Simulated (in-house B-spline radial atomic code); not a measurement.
Configurations of Cd⁷⁺, with energies counted from [Kr] (4d3/2)4 (4d5/2)1. Method: Dirac-Hartree-Fock, average of each configuration as written, Fermi nucleus of rms radius 4.6087 fm. Calculated with an all-electron radial atomic-structure program (B-spline basis). Energies include first-order Breit, QED and recoil terms.

Occupations are held fixed; configurations that lie above the ionisation limit could autoionise.

```json
{"configuration": "[Kr] (4d3/2)1 (4d5/2)4", "E - E(ref) (eV)": "3.3757", "highest orbital": "4d5/2", "its <r> (bohr)": "1.053"}
{"configuration": "[Kr] (4d5/2)5", "E - E(ref) (eV)": "3.703", "highest orbital": "4d5/2", "its <r> (bohr)": "1.053"}
{"configuration": "[Kr] (4d5/2)4 (6d3/2)1", "E - E(ref) (eV)": "94.354", "highest orbital": "6d3/2", "its <r> (bohr)": "4.08"}
{"configuration": "[Kr] (4d3/2)2 (4d5/2)2 (8f5/2)1", "E - E(ref) (eV)": "114.89", "highest orbital": "8f5/2", "its <r> (bohr)": "9.991"}
{"configuration": "[Kr] (4d5/2)4 (8g7/2)1", "E - E(ref) (eV)": "117.81", "highest orbital": "8g7/2", "its <r> (bohr)": "10.62"}
{"configuration": "[Ar] 3d10 4s2 (4p1/2)1 (4p3/2)4 (4d3/2)4 (4d5/2)1 (6f7/2)1", "E - E(ref) (eV)": "174.07", "highest orbital": "6f7/2", "its <r> (bohr)": "5.051"}
```

(1) Order these further configurations by energy, lowest first.
A. [Kr] (4d3/2)4 (5p1/2)1
B. [Kr] (4d5/2)4 (7f5/2)1
C. [Kr] (4d3/2)3 (4d5/2)1 6s1
D. [Ar] 3d10 4s2 (4p1/2)1 (4p3/2)4 (4d3/2)4 (4d5/2)1 (8f7/2)1
E. [Kr] (4d5/2)4 (5d3/2)1

(2) How far above the reference does [Ar] 3d10 4s2 (4p1/2)2 (4p3/2)3 (4d3/2)3 (4d5/2)2 5s1 lie?

(3) How far above the reference does [Kr] (4d3/2)3 (4d5/2)2 lie?

## Answers

(1) A (46.876 eV), E (71.445 eV), C (77.53 eV), B (111.47 eV), D (186.84 eV).

(2) 100.43 eV; its least bound orbital is 5s1/2 with <r> = 1.84 bohr.

(3) 1.524 eV; its least bound orbital is 4d5/2 with <r> = 1.055 bohr.
